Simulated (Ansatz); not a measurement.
Species: CH4Sn, SMILES `[CH2]=[SnH2]` with one electron added (charge -1, multiplicity 2), formula CH4Sn.

Problem. How many basis functions does frozen-core CCSD(T)/def2-TZVPP // CAM-B3LYP-D3(BJ)/def2-TZVP run with Ansatz (a program for electronic structure) use, how many core orbitals are frozen, and how many electrons are correlated?

Solution. 137 basis functions and 5 frozen orbitals, which leaves 23 correlated electrons (filled d shells below the valence shell are correlated). Core time is of the order of minutes.
